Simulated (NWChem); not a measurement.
Species: C4H7N; SMILES C=C/C=N/C

```xyz
12

C      0.6264    -2.0934     0.1214
C     -0.5063    -1.4257    -0.1293
C     -0.6206     0.0446    -0.1404
N      0.3641     0.8197     0.0923
C      0.1309     2.2475     0.0535
H      1.5481    -1.5606     0.3364
H      0.6592    -3.1790     0.1178
H     -1.4245    -1.9703    -0.3437
H     -1.6249     0.4431    -0.3656
H      0.7935     2.7024    -0.6938
H     -0.9107     2.5268    -0.1814
H      0.4018     2.6851     1.0228
```
Atoms are numbered in this order, from 1.

Program: NWChem. Pople sets run with spherical d functions. Structure relaxed at the B3LYP/6-31G* (spherical d) level. B3LYP is NWChem's, with the RPA form of VWN correlation. Level: B3LYP/6-31G* with SMD (1 M gas to 1 M solution), gas-phase geometry.

For solvent toluene:

```yaml
cavity-dispersion-structure term (kcal/mol): -0.9
dipole in solution (D): 1.39
```

**Question.** What are these values for solvent water?

**Answer.** 
| Item | Result |
|---|---|
| cavity-dispersion-structure term (kcal/mol) | 1.5 |
| dipole in solution (D) | 1.70 |
